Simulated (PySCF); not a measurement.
# SbTe: frontier orbitals

TPSS at R = 2.553 Å; PySCF, scalar-relativistic core potentials, basis sets Sb cc-pVDZ-PP with ECP28, Te cc-pVDZ-PP with ECP28. State: ²Π (doublet), unpaired electrons π ↑. Only the outer orbitals are listed, counted within each symmetry, core potentials removing the inner ones.

```tsv
spin	orbital	occ.	ε (eV)	on Sb (%)	main shells (%)
α	7σ	1	-16.10	30	68 Te s, 26 Sb s
α	8σ	1	-12.75	67	66 Sb s, 28 Te s
α	9σ	1	-7.20	47	50 Te p, 42 Sb p
α	5π	1	-6.57	39	60 Te p, 38 Sb p
α	5π	1	-6.50	42	58 Te p, 41 Sb p
α	6π	1	-4.38	59	58 Sb p, 41 Te p
α	6π	0	-4.33	61	60 Sb p, 38 Te p
α	10σ	0	-1.27	59	56 Sb p, 40 Te p
α	11σ	0	4.55	72	41 Sb s, 17 Te d, 16 Sb d
β	7σ	1	-15.92	27	71 Te s, 22 Sb s
β	8σ	1	-12.29	69	68 Sb s, 25 Te s
β	9σ	1	-7.01	47	50 Te p, 40 Sb p
β	5π	1	-6.46	32	67 Te p, 31 Sb p
β	5π	1	-5.96	30	70 Te p, 28 Sb p
β	6π	0	-4.08	68	68 Sb p, 32 Te p
β	6π	0	-3.48	70	70 Sb p, 29 Te p
β	10σ	0	-1.06	60	57 Sb p, 38 Te p
```

**Question.** Which are the highest filled and the lowest empty level, where do they sit, and how wide is the gap?

**Answer.** Highest filled α 6π at -4.38 eV (in %: 58 Sb p, 41 Te p); lowest empty α 6π at -4.33 eV (in %: 60 Sb p, 38 Te p); the gap at TPSS is 0.05 eV. Both belong to one degenerate shell, split only by its one-sided filling, so this is no excitation gap.

- bond order (Mayer): 2.31
- ⟨S²⟩: 0.757
- charge on Sb (Mulliken, basis-dependent): 0.12
- charge on Sb (Löwdin, basis-dependent): 0.07
- dipole moment (positive dipole means Sb(−)Te(+)): -1.07 D

Spin–orbit coupling is left out. The state is the lowest determinant that a PBE0 search found; another state may lie lower at other levels.
